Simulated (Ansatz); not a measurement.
Program: Ansatz. Geometries: PBE0-D4/def2-TZVP. ΔE: electronic, gas phase. CBS: MP2 limit from def2 TZ/QZ plus the TZ coupled-cluster correction, frozen cores. Functionals use def2-TZVPP. B3LYP here is the variant with VWN-RPA as its local correlation; programs differ in this. Each species was taken in one conformer, which may not be the lowest.

Reaction (cleavage of the Si–Si bond): `B[SiH](F)[SiH2]N` + CH₃NH₂ → `CN[SiH2]N` + `B[SiH2]F`

```tsv
level	ΔE (kJ/mol)	difference from CCSD(T)/CBS
PBE-D4	-47.3	25.4
r2SCAN-D4	-63.0	9.7
PBE0-D4	-56.1	16.6
B3LYP-D4	-67.3	5.4
ωB97X-V	-70.0	2.7
ωB97M-V	-75.1	-2.4
B2PLYP	-74.7	-2.0
PBE	-48.3	24.4
r2SCAN	-63.4	9.3
PBE0	-57.3	15.4
B3LYP	-69.0	3.7
HF/def2-TZVPP	-89.6	-16.9
MP2/def2-TZVPP	-81.5	-8.8
SCS-MP2/def2-TZVPP	-83.3	-10.6
CCSD/def2-TZVPP	-75.8	-3.1
CCSD(T)/def2-TZVPP	-73.2	-0.5
HF/def2-QZVPP	-90.9	-18.2
MP2/def2-QZVPP	-81.6	-8.9
SCS-MP2/def2-QZVPP	-83.4	-10.7
HF/CBS(def2)	-91.0	-18.3
MP2/CBS(def2)	-81.0	-8.3
CCSD/CBS(def2)	-75.3	-2.6
CCSD(T)/CBS	-72.7	0
```

Largest T1 diagnostic among the species: 0.013.

In def2-TZVPP, CCSD(T) changes the Hartree–Fock value by +16.4 kJ/mol (the triples alone add +2.7 kJ/mol) and MP2 by +8.1 kJ/mol. From PBE to PBE0 (25 % exact exchange), in def2-TZVPP and without D4, ΔE moves by −9.1 kJ/mol.
